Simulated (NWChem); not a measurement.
**H$_{6}$Al$_{2}$O$_{2}$**

```xyz
10

Al     0.0000     0.0000    -1.4398
Al     0.0000     0.0000     1.4398
O      0.0682    -1.2250     0.0000
H     -0.4229    -2.0643     0.0000
H     -1.3925    -0.1855    -2.2043
H      1.3925     0.1855    -2.2043
O     -0.0682     1.2250     0.0000
H      0.4229     2.0643     0.0000
H     -1.3925    -0.1855     2.2043
H      1.3925     0.1855     2.2043
```
Charge 0, spin multiplicity 1.

All runs are NWChem calculations. Structure: optimised with PBE/def2-SVP, a minimum by its harmonic frequencies. It is one conformer; others weren't searched.

Symmetry labels belong to the abelian group C2h used in the runs, with the axes of the coordinates shown.

The Pople sets run with spherical d functions. The structure started from a generated list of species.

Task: List the lowest 3 singlet excitations that TD-PBE/6-31+G* (spherical d) gives, with oscillator strengths.

Result: 
```csv
state,symmetry,energy (eV),wavelength (nm),f
1,ag,5.08,244,0.000
2,au,5.42,229,0.001
3,bu,5.71,217,0.015
```
